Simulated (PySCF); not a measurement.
BFO, SMILES O=BF.

The structure is a stationary point at PBE0-D3(BJ)/def2-TZVP.

Method: PBE/def2-TZVPD run with PySCF.

Estimate the frontier levels, gap, dipole moment and polarisability. (Estimate from the structure and the level; the computed values follow.)


```yaml
highest_occupied_level: -8.71 eV
lowest_empty_level: -1.53 eV
orbital_gap: 7.17 eV
dipole_moment: 2.09 D
quadrupole, principal values (traceless, Buckingham form, about the centre of nuclear charge): -5.17, 2.59, 2.59 D·Å
mean_static_polarisability: 17.8 bohr³ (2.63 Å³)
polarisability_principal_values: 15.1, 15.1, 23.0 bohr³
```
